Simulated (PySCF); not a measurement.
Molecule: sum formula BNH₂F₂, net charge 0, singlet state. 
Structure (B3LYP-D3(BJ)/def2-TZVP (Ansatz) minimum search):
```
B
F 1 1.3346
F 1 1.3346 2 117.54
N 1 1.3941 2 121.23 3 180.00
H 4 1.0045 1 122.46 2 -180.00
H 4 1.0045 5 115.08 1 -180.00
```

Dispersion corrections to the total energy (kcal/mol) from the dftd3 and dftd4 libraries through PySCF: D3(BJ) without and D4 with the three-body term, each with the damping fitted for the functional named.

```json
[
 {"functional": "revPBE", "D3(BJ)": "-4.13", "D4": "?"},
 {"functional": "PBE0", "D3(BJ)": "-1.26", "D4": "-1.29"},
 {"functional": "PW6B95", "D3(BJ)": "?", "D4": "-1.43"},
 {"functional": "HSE06", "D3(BJ)": "-0.87", "D4": "-1.18"},
 {"functional": "B2PLYP", "D3(BJ)": "?", "D4": "-1.09"},
 {"functional": "LC-wPBE", "D3(BJ)": "-1.32", "D4": "-1.74"},
 {"functional": "B3LYP", "D3(BJ)": "-2.60", "D4": "-2.55"}
]
```

Q: Fill in the missing entries.

A: 
- revPBE, D4: -6.01
- PW6B95, D3(BJ): -0.65
- B2PLYP, D3(BJ): -1.14
